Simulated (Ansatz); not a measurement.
`FCC(F)C(F)(F)F`. Charge 0, multiplicity 1. The structure was optimised at the PBE0-D4/def2-TZVP level. It is one conformer, not always the lowest.

```xyz
11

F     2.232   -0.935    0.157
C     0.880   -0.932   -0.085
C     0.311    0.407    0.314
F     0.290    0.526    1.677
C    -1.111    0.596   -0.201
F    -1.630    1.739    0.232
F    -1.915   -0.396    0.190
F    -1.109    0.620   -1.539
H     0.415   -1.726    0.504
H     0.713   -1.113   -1.150
H     0.924    1.215   -0.097
```

(1) What is the dipole moment at PBE/def2-TZVPP? (Best estimate.)

(2) And with r2SCAN, B3LYP, ωB97M-V? (Best estimate.)

(3) Give the Mulliken charges with PBE, B3LYP, ωB97M-V in def2-TZVPP. (An estimate is asked.)

Results:

(1) Computed: 1.24 D, with components (0.09, -0.42, -1.16) D in this frame, pointing from negative to positive charge.

(2) Ansatz gave: r2SCAN 1.30 D, B3LYP 1.34 D, ωB97M-V 1.33 D.

(3) Ansatz gave: 
```csv
atom,PBE,B3LYP,ωB97M-V
F1,-0.19,-0.23,-0.21
C2,0.03,0.06,0.02
C3,0.11,0.14,0.09
F4,-0.17,-0.21,-0.19
C5,0.35,0.47,0.44
F6,-0.12,-0.16,-0.15
F7,-0.13,-0.17,-0.16
F8,-0.13,-0.18,-0.16
H9,0.09,0.10,0.12
H10,0.08,0.09,0.11
H11,0.07,0.08,0.10
```

B3LYP here is the variant with VWN-RPA as its local correlation; programs differ in this.
